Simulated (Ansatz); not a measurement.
Harmonic frequencies (cm⁻¹) at PBE0-D4/def2-TZVP from Ansatz: 95, 108, 147, 199, 205, 341, 343, 434, 486, 518, 749, 2346.

Problem. Which molecule is it?
A. `[OH][Ge]([OH])([F])[F]`
B. `N#[C][Ge]([F])([Cl])[Cl]`
C. `[OH][GeH]([OH])[Cl]`
D. `[GeH3][Br]`

Solution. B.
